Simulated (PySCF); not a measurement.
From one molecule to another.

First species: N,N-dimethylpropionamide, C5H11NO.
SMILES: `CCC(=O)N(C)C`

Second species: C₅H₁₀Si.
Atom-mapped SMILES: `[CH2:1]=[CH:2][SiH:3]([CH3:4])[CH:5]=[CH2:6]` (hydrogens: H7, H8 on C1; H9 on C2; H10 on Si3; H11, H12, H13 on C4; H14 on C5; H15, H16 on C6)

Levels: PBE0/pcSseg-1 for dipole moment, HOMO energy, LUMO energy and HOMO–LUMO gap; GFN2-xTB for rotational constant A and rotational constant C. Geometries: GFN2-xTB. Each species is one conformer at its optimised geometry, gas phase, non-relativistic unless stated; the electronic structure was computed with PySCF and density fitting.

Dipoles, sizes and rotational constants follow the conformer. The torsions of the flexible species, by atom-mapped SMILES:
- `[CH3:1][CH2:2][C:3](=[O:4])[N:5]([CH3:6])[CH3:7]`: C1–C2–C3–O4 -2°, C2–C3–N5–C6 0°
- `[CH2:1]=[CH:2][SiH:3]([CH3:4])[CH:5]=[CH2:6]`: C1–C2–Si3–C4 52°, C2–Si3–C5–C6 55°

```tsv
property	column X	column Y
dipole moment	0.41 D	3.87 D
HOMO energy	-7.71 eV	-6.81 eV
LUMO energy	-0.55 eV	1.10 eV
HOMO–LUMO gap	7.16 eV	7.91 eV
rotational constant A	3.658 GHz	4.682 GHz
rotational constant C	1.384 GHz	1.383 GHz
```

Q: Which column belongs to which species?

A: Column X is the second species and column Y the first. The first has 18 atoms and 56 electrons, the second 16 and 54.

Q: How does each property change from the first species to the second?

A: dipole moment -3.46 D; HOMO energy -0.90 eV; LUMO energy -1.65 eV; HOMO–LUMO gap -0.75 eV; rotational constant A -1.024 GHz; rotational constant C +0.001 GHz.

On the first: The dipole matches unit charges of opposite sign 0.81 Å apart (1 e·Å = 4.8032 D).

On the second: In atomic units the dipole is 0.16 e·bohr (1 au = 2.5417 D). GFN2-xTB frequencies show an imaginary mode (40i cm⁻¹), so this geometry is no minimum at that level.
